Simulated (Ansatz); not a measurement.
## Ansatz (development build ahead of 0.2.0) run

```yaml
crystal:
  periodic: [false, false, false]
  atoms:
    - { symbol: Ca, position_ang: [0.0, 0.0, 0.0] }
    - { symbol: O, position_ang: [0.0, 0.0, 2.1] }
basis:
  gaussian: { orbitals: def2-SVP }
magnetization:
  spin_polarized: true
  initial_magnetization: 2
hamiltonian:
  xc: hf
scf:
  omitted_lower_state_checks: [stability, starts, atomic_configurations, cluster_reference, orbital_swaps, given_window_search, neighbouring_geometries, increment]
output:
  forces: true
```

The input is written out in the form of the current development build from the run's settings.

Output:

| Item | Value |
| --- | --- |
| Converged | yes |
| Total energy | -751.44854 hartree |
| Spin squared of the determinant | 2.006 |

Forces (eV/Å):
```csv
atom,Fx,Fy,Fz
Ca1,0.000,0.000,-0.142
O2,0.000,0.000,0.142
```
